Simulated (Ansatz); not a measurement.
Basis-set extrapolation for CH7FSSi2 (`C[SiH2]S[SiH2]F`) (PBE0-D4/def2-TZVP geometry, frozen core, the Gaussian-basis code of Ansatz). Multiplicity 1, RHF reference.

```csv
,def2-TZVPP,def2-QZVPP
HF,-1117.011486,-1117.047886
MP2 correlation,-0.852379,-0.923533
CCSD(T) correlation,-0.944697,not run
```

Energies in hartree. Use E(X) = E(∞) + A·exp(−7.88·√X) for Hartree–Fock and E(X) = E(∞) + B·X^(−2.97) for correlation, with X = 3 and 4, and add CCSD(T) minus MP2 of the smaller set to the MP2 limit.

Task: What is the CCSD(T) energy at the basis-set limit?

Result: HF limit: -1117.047886 + (-0.036400) × 0.13774 = -1117.05290. MP2 limit: -0.923533 + (-0.071154) × 0.74074 = -0.97624. Higher-order term: -0.944697 − (-0.852379) = -0.09232. Total: -1118.12146 hartree, 103.7 kcal/mol below CCSD(T)/def2-TZVPP.
